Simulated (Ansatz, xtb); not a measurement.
# C7H7FO: which of two isomers lies lower

Structure I: `O=CC1=CC=C(F)CC1`, a singlet. Structure II: `O=CC1=C(F)CCC=C1`, a singlet. Both are isolated molecules in the gas phase, relaxed with PBE-D3(BJ)/def2-SVP; each stands in its lowest conformer found.

Task: Estimate E(II) − E(I) at the level CCSD(T)/def2-SVP + ΔMP2/def2-TZVPP.

Result: Calculated at CCSD(T)/def2-SVP + ΔMP2/def2-TZVPP: E(II) − E(I) = +3.1 kcal/mol, so structure I lies lower.

The same difference at several levels:

```
                             level             geometry  E(II) − E(I) (kcal/mol)  departure from the last row (kcal/mol)  job, with rough time for the two
                          GFN2-xTB             GFN2-xTB                      +2.9                                    −0.2              optimisation, 0.19 s
                         HF/STO-3G             GFN2-xTB                      −0.1                                    −3.2              single point, 0.85 s
                r2SCAN-D4/def2-SVP             GFN2-xTB                      +3.9                                    +0.8                single point, 10 s
               PBE-D3(BJ)/def2-SVP  PBE-D3(BJ)/def2-SVP                      +3.9                                    +0.8                optimisation, 52 s
                       HF/def2-SVP  PBE-D3(BJ)/def2-SVP                      +1.8                                    −1.3           part of the CCSD(T) run
                      MP2/def2-SVP  PBE-D3(BJ)/def2-SVP                      +2.7                                    −0.4           part of the CCSD(T) run
                  CCSD(T)/def2-SVP  PBE-D3(BJ)/def2-SVP                      +2.0                                    −1.1                      single point
CCSD(T)/def2-SVP + ΔMP2/def2-TZVPP  PBE-D3(BJ)/def2-SVP                      +3.1                                                     single point, 6.7 min
```

As drawn, both hold the same kinds of bond in the same numbers.

HF/STO-3G finds them nearly level. The largest departure from CCSD(T)/def2-SVP + ΔMP2/def2-TZVPP is that of HF/STO-3G, 3.2 kcal/mol. The last row adds to CCSD(T) the change of the MP2 difference between the two basis sets, here +1.1 kcal/mol.

With thermal terms from frequencies at re-optimised GFN2-xTB minima (ideal gas, soft modes damped towards free rotors, one conformer each, 298.15 K, 1 atm): on the last row, ΔE + ΔZPE = +3.1, ΔH = +3.1, ΔG = +3.0 kcal/mol.

The correlated steps freeze 9 core orbitals. Codes used: Ansatz 0.2.0, xtb 6.7.1; the last row on 2 threads of Arm Neoverse V2 on a shared host.
